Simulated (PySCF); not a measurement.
Cartesian coordinates in Å; atom numbers follow the order of the lines, from 1:
```xyz
9

F     2.3801    2.0465   -0.3003
Al    1.8187    0.5120   -0.0390
F     2.9586   -0.6595    0.2119
C    -0.0342    0.1155   -0.0240
C    -1.2770    0.5281   -0.0850
C    -1.1432   -0.9324    0.0854
H    -1.9584    1.3721   -0.1803
H    -1.3318   -1.6048   -0.7648
H    -1.3536   -1.3947    1.0614
```

Geometry: PBE0-D3(BJ)/def2-SVP; GIAO absolute shieldings from PySCF 2.14.0 with density-fitted response routines, gas phase, non-relativistic, averaged over equivalent atoms.

At PBE0/cc-pVTZ (226 basis functions, 23 s wall time on 1 thread of an Arm Neoverse V1, shared host):
| atoms | σ (ppm) |
| --- | --- |
| F1/F3 | 348.5 |
| Al2 | 461.9 |
| C5 | 29.0 |
| C4 | 75.0 |
| C6 | 180.8 |
| H7 | 22.12 |
| H8/H9 | 30.16 |

Predict the values at OPBE/pcSseg-2 on the same geometry.

## Answers


```json
{"atoms": "F1/F3", "σ at OPBE/pcSseg-2": "354.0", "change": "+5.5"}
{"atoms": "Al2", "σ at OPBE/pcSseg-2": "477.8", "change": "+15.9"}
{"atoms": "C5", "σ at OPBE/pcSseg-2": "28.9", "change": "-0.1"}
{"atoms": "C4", "σ at OPBE/pcSseg-2": "73.6", "change": "-1.4"}
{"atoms": "C6", "σ at OPBE/pcSseg-2": "175.3", "change": "-5.5"}
{"atoms": "H7", "σ at OPBE/pcSseg-2": "22.28", "change": "+0.16"}
{"atoms": "H8/H9", "σ at OPBE/pcSseg-2": "30.06", "change": "-0.10"}
```

The largest change is at Al2 (aluminium bonded to C, 2 F). Cost: 265 basis functions, 34 s wall time on 1 thread of an AMD EPYC 7R43 64-Core, shared host. The order of the carbon signals is the same at both levels.
